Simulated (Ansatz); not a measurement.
Consider the redistribution: `[NH2][AlH][SiH2]O` + `COC[SiH2]O` → `O[SiH2]C[SiH2]O` + `C[O][AlH][NH2]`.

Gas-phase electronic energies from Ansatz, PBE0-D4/def2-TZVP geometries. CCSD(T)/CBS adds triple-zeta CCSD(T) − MP2 to the extrapolated MP2 energy (def2 sets, frozen cores). This one scheme is used for every species. One conformer a species, not always the lowest.

| species | CCSD(T)/def2-TZVPP energy (Eh) |
| --- | --- |
| `[NH2][AlH][SiH2]O` | -664.53461 |
| `COC[SiH2]O` | -520.21852 |
| `O[SiH2]C[SiH2]O` | -771.33354 |
| `C[O][AlH][NH2]` | -413.52122 |

Problem. Work out ΔE.

Solution. ΔE = (-771.33354) + (-413.52122) − (-664.53461) − (-520.21852) = -0.10163 Eh = -266.8 kJ/mol. CCSD(T)/CBS gives -269.8 kJ/mol.

Largest T1 diagnostic among the species: 0.012.

From PBE to PBE0 (25 % exact exchange), in def2-TZVPP and without D4, ΔE moves by −12.9 kJ/mol. The D4 term adds −3.0 kJ/mol with B3LYP and −1.4 kJ/mol with PBE0; it sums over pairs of atoms, weighted by their polarisabilities, and B3LYP, whose exchange is more repulsive, gets the larger term.

B3LYP here is the variant with VWN-RPA as its local correlation; programs differ in this.
